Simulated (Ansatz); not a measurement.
Ansatz results at the PBE0-D4/def2-TZVP geometry: HOMO energy (PBE0/def2-TZVPP) -6.38 eV; HOMO–LUMO gap (B3LYP/def2-TZVPP) 4.15 eV; LUMO energy (PBE0/def2-TZVPP) -1.80 eV.

Each molecule was computed in one conformer, which needn't be the lowest.

**Question.** Which molecule gave them?
A. `[AlH2][C@H]1[SiH2][Si@@H]1S`
B. `C[SiH2]C(=O)[SiH3]`
C. `C1O[SiH2]C[SiH2]1`
D. `O[Si]1([SiH3])CC1`

**Answer.** B. The others give `O[Si]1([SiH3])CC1`: -6.66, 6.29, 0.06; `[AlH2][C@H]1[SiH2][Si@@H]1S`: -6.50, 4.68, -1.42; `C1O[SiH2]C[SiH2]1`: -7.74, 7.59, 0.29.

B3LYP here is the variant with VWN-RPA as its local correlation; programs differ in this.
